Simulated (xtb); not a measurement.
xtb input (GFN1-xTB):

```bash
xtb mol.xyz --gfn 1 --sp --chrg -1 --uhf 0
```
mol.xyz:
```
3

Ga     0.80512851    -0.01448369    -0.09027700
Cl    -0.85253169     1.35517224    -1.18932167
Cl    -0.61564382    -1.32876081     1.35394444
```

End of the output:

```
         :::::::::::::::::::::::::::::::::::::::::::::::::::::
         ::                     SUMMARY                     ::
         :::::::::::::::::::::::::::::::::::::::::::::::::::::
         :: total energy             -10.215488205829 Eh    ::
         :: gradient norm              0.024116127814 Eh/a0 ::
         :: HOMO-LUMO gap              6.185395517162 eV    ::
         ::.................................................::
         :: SCC energy               -10.216322963027 Eh    ::
         :: -> electrostatic           0.093362812875 Eh    ::
         :: repulsion energy           0.001809756211 Eh    ::
         :: dispersion energy         -0.000974999012 Eh    ::
         :: halogen bond corr.         0.000000000000 Eh    ::
         :: add. restraining           0.000000000000 Eh    ::
         :: total charge              -1.000000000000 e     ::
         :::::::::::::::::::::::::::::::::::::::::::::::::::::

           -------------------------------------------------
          |                Property Printout                |
           -------------------------------------------------

    * Orbital Energies and Occupations

         #    Occupation            Energy/Eh            Energy/eV
      -------------------------------------------------------------
         1        2.0000           -0.6944481             -18.8969
         2        2.0000           -0.6912982             -18.8112
         3        2.0000           -0.3641817              -9.9099
         4        2.0000           -0.3114833              -8.4759
         5        2.0000           -0.3059038              -8.3241
         6        2.0000           -0.3029289              -8.2431
         7        2.0000           -0.2975226              -8.0960
         8        2.0000           -0.2898141              -7.8862
         9        2.0000           -0.2348328              -6.3901 (HOMO)
        10                         -0.0075237              -0.2047 (LUMO)
        11                          0.0744387               2.0256
        12                          0.0938428               2.5536
        13                          0.1291541               3.5145
        14                          0.1407066               3.8288
        15                          0.1559820               4.2445
        16                          0.1735643               4.7229
        17                          0.1744375               4.7467
        18                          0.1752937               4.7700
        19                          0.1765459               4.8041
Note: The following floating-point exceptions are signalling: IEEE_DENORMAL
normal termination of xtb
        20                          0.1773095               4.8248
       ...                                ...                  ...
        27                          0.4394155              11.9571
      -------------------------------------------------------------
                  HL-Gap            0.2273091 Eh            6.1854 eV
             Fermi-level           -0.1211782 Eh           -3.2974 eV

  Mulliken/CM5 charges         n(s)   n(p)   n(d)
     1Ga    0.02174  0.01313   1.937  0.701  0.340
     2Cl   -0.51087 -0.50656   1.910  5.600  0.000
     3Cl   -0.51087 -0.50656   1.910  5.600  0.000

Wiberg/Mayer (AO) data.
largest (>0.10) Wiberg bond orders for each atom

 ---------------------------------------------------------------------------
     #   Z sym  total        # sym  WBO       # sym  WBO       # sym  WBO
 ---------------------------------------------------------------------------
     1  31 Ga   1.760 --     2 Cl   0.880     3 Cl   0.880
     2  17 Cl   0.893 --     1 Ga   0.880
     3  17 Cl   0.893 --     1 Ga   0.880
 ---------------------------------------------------------------------------

Topologies differ in total number of bonds
Writing topology from bond orders to xtbtopo.mol

 dipole moment from electron density (au)
     X       Y       Z
   2.0067  -0.0361  -0.2250  total (Debye):    5.133

           -------------------------------------------------
          | TOTAL ENERGY              -10.215488205829 Eh   |
          | GRADIENT NORM               0.024116127814 Eh/α |
          | HOMO-LUMO GAP               6.185395517162 eV   |
           -------------------------------------------------

------------------------------------------------------------------------
------------------------------------------------------------------------
 total:
 SCF:
```
